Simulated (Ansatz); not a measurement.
CoCl2⁺. Charge 1, multiplicity 5. Geometry PBE0-D4/def2-TZVP; atoms count from 1.

```xyz
3

Co    0.000    0.000    0.000
Cl    0.736   -1.456    1.218
Cl   -0.736    1.456   -1.218
```

Estimate the Mulliken populations from the PBE0/def2-TZVP orbitals of Ansatz.


| atom | charge (e) | spin (α − β) | d electrons |
| --- | --- | --- | --- |
| Co1 | 0.93 | 2.96 | 7.23 |
| Cl2 | 0.04 | 0.52 | – |
| Cl3 | 0.04 | 0.52 | – |
Mulliken values depend strongly on the basis.

Where does the spin sit?

Summed by element: Co 2.96, Cl 1.04, of 4 unpaired in all. Largest on single atoms: Co1 2.96, Cl2 0.52, Cl3 0.52.

And the Mayer bond orders between heavy atoms (over 0.3)?

Co1–Cl2 1.37 (2.04 Å); Co1–Cl3 1.37 (2.04 Å).
